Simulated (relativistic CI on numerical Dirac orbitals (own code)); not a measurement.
## Sensitivity of the levels of Tm⁵²⁺ to α and to the nuclear radius

Computed by Dirac-Coulomb-Breit CI, separate exchange-only KLI orbitals for each configuration, derivatives by finite differences, unscaled Slater integrals, QED left out (own radial code, finite nucleus).

Configuration list (outside the closed core [Ne]): 3s2 3p5, 3s 3p6, 3s2 3p4 3d, 3s 3p5 3d, 3p6 3d, 3s 3p4 3d2, 3p5 3d2, 3p4 3d3. Double excitations out of closed p, d and f shells are left out; levels of such configurations are missing from the list, as are those of other unlisted configurations, and high levels can miss mixing partners.

With x = (α/α₀)² − 1 an excitation energy changes as ω = ω₀ + qx; K = 2q/ω₀ is the relative enhancement. Terms are leading LS components, so labels can repeat. The field-shift factor is F = δν/δ⟨r²⟩ for the transition from the lowest level.

Lowest level 3s2 3p5 2P°_3/2.

```tsv
Level	ω₀ (cm⁻¹)	q (cm⁻¹)	K	F (GHz/fm²)
3s2 3p4 3d 4D_3/2	1708428	98240	0.115	5.05
3s2 3p4 3d 4D_5/2	1751064	113800	0.13	6.22
3s2 3p4 3d 4P_1/2	1758487	114700	0.13	-15.8
3s2 3p4 3d 2F_7/2	1784686	90800	0.102	7.56
3s2 3p4 3d 2D_3/2	1935278	115000	0.119	5.03
3s2 3p5 2P°_1/2	2006904	2.378e+06	2.37	-241
3s2 3p4 3d 2F_7/2	2179030	559500	0.514	15
3s2 3p4 3d 4F_9/2	2200311	551100	0.501	18.7
3s2 3p4 3d 2P_1/2	2239353	611600	0.546	-91
3s2 3p4 3d 2D_5/2	2416468	572500	0.474	12.5
3s2 3p4 3d 2P_3/2	2471315	590800	0.478	13.4
3s2 3p4 3d 2D_5/2	2506477	598200	0.477	6.4
3s 3p6 2S_1/2	3384767	2.585e+06	1.53	-3450
```

At this charge energies of transitions that change n are usually good to better than 1 %, and those within a shell (Δn = 0) to a few per cent.
